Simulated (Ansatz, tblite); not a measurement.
Cost and result up the ladder for Si₅F₃ (8 atoms). Total charge 0; doublet. Geometry: B3LYP-D4/def2-SVP.

Cartesian coordinates in Å:
```
Si -1.399 0.741 -0.476
Si -1.571 -1.260 0.838
Si 0.951 0.763 -0.390
Si 0.420 -1.527 -0.476
Si 0.187 0.150 1.802
F 1.545 -2.666 -0.161
F 2.135 1.713 -0.977
F -2.267 2.087 -0.161
```

Ansatz on 4 threads of Arm Neoverse V2 on a shared host; xTB runs through tblite on one thread. Times are rough, summed over both states, and most runs start from the orbitals of an earlier one. No level here is sound enough to serve as a yardstick. The other state is a singlet.

The xTB rows come from tblite. Correlated methods freeze 28 core orbitals. The rows differ in basis, and correlated rows in double-zeta sets carry the largest basis error. The structure comes from a short search, and lower isomers may exist.

Run but left out: HF/def2-SVP (charge +1 singlet: restricted singlet, unstable towards broken spin symmetry); MP2/def2-SVP (doublet: ⟨S²⟩ 1.02, where a pure state has 0.75).

Correlated methods converge slowly with the basis, most of all in double-zeta sets.

Raw xTB energies of ions are shifted by several eV, and xTB has no spin-polarisation term.

```json
{"level": "GFN1-xTB", "functions": "57", "wall time": "0.017 s", "vertical IE (eV)": "10.80", "remarks": "–"}
{"level": "GFN2-xTB", "functions": "57", "wall time": "0.26 s", "vertical IE (eV)": "9.81", "remarks": "–"}
{"level": "PBE-D4/def2-TZVP", "functions": "278", "wall time": "10 s", "vertical IE (eV)": "8.24", "remarks": "restricted SCF unstable in HF (+1 singlet)"}
{"level": "PBE0-D4/def2-TZVP", "functions": "278", "wall time": "26 s", "vertical IE (eV)": "8.38", "remarks": "restricted SCF unstable in HF (+1 singlet)"}
{"level": "r2SCAN-D4/def2-TZVP (with forces)", "functions": "278", "wall time": "28 s", "vertical IE (eV)": "8.46", "remarks": "restricted SCF unstable in HF (+1 singlet)"}
{"level": "CCSD(T)/def2-SVP", "functions": "132", "wall time": "71 s", "vertical IE (eV)": "8.09", "remarks": "large T1 (0.023) (+1 singlet), restricted SCF unstable (+1 singlet), spin-contaminated (⟨S²⟩ 1.02) (doublet)"}
```
